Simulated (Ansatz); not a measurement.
`C[NH][Al]([F])[F]` and `[F][Al]([F])[I]` differ in one atom or group.

Ansatz, PBE0-D4/def2-TZVP geometries, multiplicity 1. Each molecule was computed in one conformer, which needn't be the lowest.

Elements past krypton have def2 core potentials.

| property | `C[NH][Al]([F])[F]` |
| --- | --- |
| LUMO energy (B3LYP/def2-TZVPP) / eV | -0.94 |
| LUMO energy (PBE/def2-TZVPP) / eV | -1.48 |
| ideal-gas entropy at 298 K and 1 bar (rigid rotor, harmonic PBE0-D4/def2-TZVP) / J/(mol·K) | 340 |
| size of the dipole moment (B3LYP/def2-TZVPP) / D | 2.55 |
| HOMO energy (B3LYP/def2-TZVPP) / eV | -7.04 |
| LUMO energy (ωB97M-V/def2-TZVPP) / eV | 0.99 |

(1) What does the change do to each property? (An estimate is asked.)

Answers

(1) The calculation gave: 
```json
{"property": "LUMO energy (B3LYP/def2-TZVPP) / eV", "`[F][Al]([F])[I]`": "-1.87", "shift": "-0.93"}
{"property": "LUMO energy (PBE/def2-TZVPP) / eV", "`[F][Al]([F])[I]`": "-2.42", "shift": "-0.94"}
{"property": "ideal-gas entropy at 298 K and 1 bar (rigid rotor, harmonic PBE0-D4/def2-TZVP) / J/(mol·K)", "`[F][Al]([F])[I]`": "319", "shift": "-21"}
{"property": "size of the dipole moment (B3LYP/def2-TZVPP) / D", "`[F][Al]([F])[I]`": "1.12", "shift": "-1.43"}
{"property": "HOMO energy (B3LYP/def2-TZVPP) / eV", "`[F][Al]([F])[I]`": "-8.12", "shift": "-1.08"}
{"property": "LUMO energy (ωB97M-V/def2-TZVPP) / eV", "`[F][Al]([F])[I]`": "0.12", "shift": "-0.87"}
```

With PBE0 the HOMO falls by 1.12 eV and the LUMO falls by 0.98 eV, so the gap widens by about 0.14 eV. PBE moves the HOMO by -1.33 eV and ωB97M-V by -0.91 eV. The zero-point energy changes by -141.2 kJ/mol with -15 modes. Dipoles are sizes alone; their direction can turn.

B3LYP here is the variant with VWN-RPA as its local correlation; programs differ in this.

Spin–orbit coupling is left out; it splits and shifts lone-pair levels of the heavy atoms by tenths of an eV.
